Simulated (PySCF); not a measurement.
System: sum formula SiOCl₃, net charge -1, singlet state. It need not be the lowest isomer of its formula. Whether it binds its extra electron was not tested at this geometry. SMILES: [O-][Si](Cl)(Cl)Cl
Geometry: optimised at B3LYP-D3(BJ)/def2-TZVP (Ansatz).

Dispersion corrections to the total energy (kcal/mol) from the dftd3 and dftd4 libraries through PySCF: D3(BJ) without and D4 with the three-body term, each with the damping fitted for the functional named.

```tsv
functional	D3(BJ)	D4
PBE	[?]	-5.60
CAM-B3LYP	-4.20	-4.97
revPBE	-10.27	-14.25
BP86	[?]	-7.93
HF	-32.42	-17.65
r2SCAN	-1.19	-1.23
TPSS	[?]	-7.57
```

Problem. What belongs in the gaps?

Solution. 
- PBE, D3(BJ): -4.38
- BP86, D3(BJ): -8.52
- TPSS, D3(BJ): -5.88
